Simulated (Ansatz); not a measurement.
A nudged elastic band was laid between two geometries of C2H10OSi2 (15 atoms, charge 0, multiplicity 1).

Level of theory: Ansatz 0.2.0, RKS B3LYP/6-31G.

| Item | Value |
| --- | --- |
| movable images | 7 |
| climbing image | yes |
| spring | 5.0 eV/Å² |
| optimiser | quadratic models (default) |
| start path | IDPP |
| force threshold | 0.05 eV/Å |
| iteration limit | 16 |
| end points | relaxed |

Image 0:

```xyz
15
Properties=species:S:1:pos:R:3
C 1.468 -0.026 1.281
C 1.019 -1.166 0.345
Si 0.076 -0.540 -1.223
Si -1.950 0.570 -0.656
O -1.699 1.850 0.514
H 2.169 0.649 0.774
H 1.976 -0.422 2.169
H 0.615 0.572 1.623
H 0.365 -1.865 0.883
H 1.886 -1.749 0.008
H -0.260 -1.685 -2.146
H 0.962 0.408 -1.994
H -2.625 1.100 -1.901
H -2.900 -0.357 0.040
H -1.125 2.608 0.313
```

Image 8:

```xyz
15
Properties=species:S:1:pos:R:3
C 0.200 -1.550 1.477
C 1.105 -1.006 0.354
Si 0.125 -0.305 -1.158
Si -1.201 1.595 -0.622
O -0.238 2.968 -0.126
H -0.447 -0.766 1.888
H 0.797 -1.951 2.305
H -0.447 -2.357 1.112
H 1.766 -1.799 -0.020
H 1.757 -0.213 0.741
H -0.795 -1.372 -1.699
H 1.077 0.067 -2.269
H -2.077 1.946 -1.804
H -2.082 1.341 0.562
H 0.438 3.350 -0.711
```

**Question.** What changes between the two ends?

**Answer.** No bond is made or broken. The dihedral C1–C2–Si3–H12 goes from 58 to -174°.

**Question.** What energy profile does the band end with?

**Answer.** The forces met the threshold. The highest image is number 4 of 0 to 8, 0.067 eV above the first end and 0.055 eV above the last; the last end lies 0.012 eV above the first. A vibrational analysis at the climbing image gives one clearly imaginary mode, 66i cm⁻¹: a first-order saddle point. Limits of this set-up: no polarisation functions.

```tsv
image	path coordinate (Å)	energy (eV)	dihedral C1–C2–Si3–H12 (°)
0	0.00	0.000	58
1	0.82	0.014	69
2	1.65	0.039	82
3	2.47	0.060	99
4	3.29	0.067	117
5	4.20	0.055	139
6	5.11	0.038	158
7	6.02	0.019	173
8	6.93	0.012	-174
```

**Question.** What is the geometry of the highest image?

**Answer.** 
```xyz
15
Properties=species:S:1:pos:R:3:forces:R:3
C 0.780 -0.499 1.626 -0.01 0.01 0.00
C 1.022 -1.284 0.321 0.00 0.00 0.00
Si 0.013 -0.654 -1.217 0.00 -0.01 0.00
Si -1.507 1.106 -0.719 0.01 0.01 -0.01
O -0.703 2.518 -0.065 0.00 0.00 0.00
H 0.981 0.571 1.501 0.00 0.00 0.00
H 1.424 -0.871 2.432 0.00 -0.01 0.00
H -0.259 -0.595 1.964 0.00 0.00 0.00
H 0.777 -2.344 0.467 0.00 0.00 0.00
H 2.084 -1.246 0.048 0.00 0.00 0.00
H -0.784 -1.776 -1.837 0.00 0.00 0.00
H 0.954 -0.164 -2.291 0.00 0.00 0.00
H -2.282 1.458 -1.969 0.00 0.00 0.00
H -2.484 0.729 0.352 0.00 0.00 0.00
H -0.037 3.001 -0.583 0.00 0.00 0.00
```

**Question.** What are the harmonic wavenumbers there?

**Answer.** 66i, 60, 98, 153, 226, 233, 305, 390, 422, 509, 615, 641, 697, 718, 777, 785, 858, 904, 918, 933, 1007, 1035, 1069, 1296, 1302, 1470, 1515, 1546, 1551, 2114, 2128, 2137, 2197, 3040, 3055, 3095, 3110, 3126, 3744 cm⁻¹.

The band took 7 iterations and of the order of 5 core-minutes.

Time of the run: 8.5 min on 1 CPU thread of a shared host.
